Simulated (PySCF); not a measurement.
C₆H₃FN₂S.
Structure used (GFN2-xTB), in Å, numbered top down from 1:
```xyz
13
C6H3FN2S angstrom
F     -0.2516    2.7173   -0.3861
C     -0.2786    1.3898   -0.1833
C     -1.4675    0.7521    0.0362
C     -1.5121   -0.6392    0.2523
C     -0.3819   -1.4078    0.2518
C      0.8507   -0.7726    0.0267
N      2.0612   -1.3319   -0.0146
S      3.1510   -0.1900   -0.2999
N      2.1672    1.0729   -0.3887
C      0.9181    0.6506   -0.1958
H     -2.3783    1.3297    0.0434
H     -2.4736   -1.0985    0.4223
H     -0.4090   -2.4720    0.4179
```

Computed, not measured: PySCF 2.14.0, density-fitted response routines, TDDFT wB97X-D/def2-SVPD, vertical, gas phase, core orbitals frozen in the response.

Broadening: Gaussians 0.3 eV wide at half height, area fixed by f = 4.319×10⁻⁹ ∫ε dν̃. The width is an assumption, not a result. The curve ends short of the highest state used, and states not computed would add to its high-energy end.

E (eV), ε (L mol⁻¹ cm⁻¹) and a bar:
```
     3.57          9 
     3.64         57 
     3.72        306 #
     3.79        970 ##
     3.86       2271 ####
     3.93       3932 #######
     4.01       5088 #########
     4.08       4614 ########
     4.15       3094 #####
     4.22       1537 ###
     4.29        590 #
     4.37        341 #
     4.44        977 ##
     4.51       3085 #####
     4.58       7369 #############
     4.65      13026 #######################
     4.73      17260 ##############################
     4.80      15977 ############################
     4.87      10936 ###################
     4.94       5535 ##########
     5.01       2071 ####
     5.09        466 #
     5.16         93 
     5.23         19 
     5.30         21 
     5.38         50 
     5.45         82 
     5.52         99 
     5.59         89 
     5.66         59 
     5.74         28 
     5.81         36 
     5.88        202 
     5.95       1070 ##
     6.02       4250 #######
     6.10      14215 #########################
```

Q: Where are the band maxima, and which computed states make them?

A: 308 nm (4.02 eV), ε about 5100, made up of S1 (100%); 261 nm (4.75 eV), ε about 17000, made up of S3 (100%); 224 nm (5.53 eV), ε about 100, made up of S4 (100%) (ε in L mol⁻¹ cm⁻¹; maxima over ε = 5, shares over 10%). At its high-energy end, 6.10 eV, the curve is still rising (ε about 14000, from S5). The states used: S1 4.02 eV (f 0.057); S2 4.54 eV (f 0.0000); S3 4.75 eV (f 0.194); S4 5.53 eV (f 0.0011); S5 6.30 eV (f 0.568); S6 6.40 eV (f 0.019); S7 6.68 eV (f 0.0009); S8 6.70 eV (f 0.012).

Q: What would ε be at 4.75 eV, the highest of these maxima, with half the width (0.15 eV)?

A: About 34800 L mol⁻¹ cm⁻¹ against 17400, a factor of about 2.00; a lone state at its own centre would give exactly 2.

Q: Coming from long wavelengths, where does ε first pass 100 L mol⁻¹ cm⁻¹?

A: At about 338 nm (3.67 eV), 0.36 eV below S1.

Q: On this curve, what absorbance would a 10⁻³ mol/L sample give at 248 nm over a 1 cm path?

A: 248 nm is 4.999 eV, where ε is about 2500 L mol⁻¹ cm⁻¹, so A = ε c l ≈ 2.5 (Beer–Lambert, with the gas-phase spectrum and the assumed width).
